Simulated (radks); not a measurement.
The chromium ion Cr2+, configuration [Ar] 3d4 (the NIST ground configuration).

All-electron calculation, scalar-relativistic Kohn-Sham, PBE, spin-polarised, spherical densities, finite nucleus; open shells are filled with parallel spins first; Fermi nuclear charge, rms radius 3.6452 fm; hard spherical wall at 20 bohr. Program: a radial shooting solver on a logarithmic mesh with Libxc functionals.

Energy parts (hartree):
part                       energy
total                 -1049.81936
kinetic                1060.49746
electron-nucleus      -2488.67328
Hartree                 426.61357
exchange-correlation    -48.25711

Orbitals (lengths in bohr, moments of r in powers of bohr):
orbital  occ.  eigenvalue (hartree)       <r^4>     <r^2>
1s up       1             -216.8785  0.00007592  0.005432
1s down     1             -216.8793  0.00007591  0.005432
2s up       1             -25.30737     0.01813    0.1017
2s down     1             -25.25104     0.01799    0.1013
2p up       3             -21.38845     0.01421   0.08331
2p down     3             -21.34553     0.01407   0.08294
3s up       1              -3.54750       1.396    0.9289
3s down     1              -3.39525       1.416    0.9334
3p up       3              -2.49295       2.011     1.074
3p down     3              -2.34292       2.073     1.086
3d up       4              -0.88776       8.373     1.878
3d down     0              -0.74847       10.33     2.052
4s up       0              -0.70600       97.12     8.001
4p up       0              -0.51061       192.2     11.20

The highest occupied level is 3d up at -24.157 eV. Summed over all electrons, <r^2> = 16.56 bohr^2, which gives a Langevin (diamagnetic) susceptibility term of -13.1 x 10^-6 cm^3/mol. The pressure on the wall is 7.00e-18 GPa. The spin density at the nucleus is -1.080 e/bohr^3 (1s -0.007, 2s -1.575, 3s 0.503). Spin moment in Bohr magnetons: 4. The electron density at the nucleus is 1.151e+04 e/bohr^3 (large components only). The density falls to 0.001 e/bohr^3 at r = 3.10 bohr.
